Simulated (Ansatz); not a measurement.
Reaction (redistribution): `B/C=C/O[SiH3]` + `C[Si@H]1N[C@@H]1[GaH2]` → `B/C=C\O[SiH2][GaH2]` + `C[SiH]1CN1`

Isolated molecules relaxed with PBE0-D4/def2-TZVP in Ansatz; ΔE leaves out vibrations. CBS: MP2 limit from def2 TZ/QZ plus the TZ coupled-cluster correction, frozen cores. Double bonds are as drawn, so ΔE can hold a change between cis and trans. DFT in def2-TZVPP. For Ga outer-core shells are correlated without core-valence functions, which leaves a few kJ/mol of doubt a bond. Scalar relativity is left out up to krypton. Each species was taken in one conformer, which may not be the lowest.

`B/C=C/O[SiH3]`:

Cartesian coordinates in Å:
```
B -2.149 -0.946 1.241
C -1.149 -1.027 0.109
C -0.166 -0.110 0.057
O 0.771 -0.082 -0.894
Si 2.004 1.040 -0.989
H -3.049 -1.728 1.349
H -2.037 -0.070 2.054
H -1.167 -1.781 -0.674
H -0.102 0.670 0.819
H 1.428 2.403 -1.105
H 2.845 0.959 0.231
H 2.770 0.673 -2.197
```

`C[Si@H]1N[C@@H]1[GaH2]`:

```xyz
13

C     0.870    0.946    1.852
Si    0.267    0.772    0.103
N     1.064   -0.222   -1.053
C    -0.194   -0.898   -0.550
Ga   -1.740   -1.055   -1.706
H     0.052    1.238    2.516
H     1.282    0.001    2.211
H     1.645    1.713    1.923
H    -0.328    2.015   -0.438
H     1.915   -0.723   -0.833
H    -0.052   -1.660    0.222
H    -3.003   -1.824   -1.165
H    -1.779   -0.303   -3.082
```

`B/C=C\O[SiH2][GaH2]`:

Z-matrix (Å, degrees):
```
Si
O 1 1.675
Ga 1 2.424 2 114.3
H 1 1.491 2 108.1 3 123.2
H 1 1.485 2 104.4 3 -122.2
C 2 1.331 1 127.2 3 -32.0
H 3 1.571 1 118.1 2 -173.9
H 3 1.571 1 123.0 2 6.2
C 6 1.348 2 124.2 1 -170.8
H 6 1.094 2 114.7 1 9.9
B 9 1.520 6 124.7 2 1.1
H 9 1.087 6 113.7 2 -178.9
H 11 1.196 9 120.9 6 0.3
H 11 1.198 9 120.1 6 -179.8
```

`C[SiH]1CN1`:

Cartesian coordinates in Å:
```
C 0.001 1.654 0.243
Si 0.429 0.028 -0.553
C 0.220 -1.531 0.378
N -0.727 -1.232 -0.745
H -0.472 2.329 -0.475
H -0.685 1.503 1.079
H 0.900 2.148 0.620
H 1.399 0.170 -1.664
H -0.178 -1.457 1.391
H 0.817 -2.427 0.229
H -1.705 -1.187 -0.503
```

| level | ΔE (kJ/mol) |
| --- | --- |
| ωB97X-V | 4.1 |
| B2PLYP | 9.8 |
| r2SCAN | 6.0 |
| CCSD(T)/def2-TZVPP | 12.3 |
| MP2/def2-QZVPP | 22.3 |
| SCS-MP2/def2-QZVPP | 19.3 |
| HF/CBS(def2) | 6.3 |
| MP2/CBS(def2) | 22.7 |

**Question.** What does CCSD(T)/CBS give? (Estimate.)

**Answer.** Computed: +13.3 kJ/mol. The listed levels differ from it by -9.2, -3.5, -7.3, -1.0, 9.0, 6.0, -7.0, 9.4 kJ/mol.

Largest T1 diagnostic among the species: 0.014.

In def2-TZVPP, CCSD(T) changes the Hartree–Fock value by +6.3 kJ/mol (the triples alone add +2.4 kJ/mol) and MP2 by +15.6 kJ/mol.
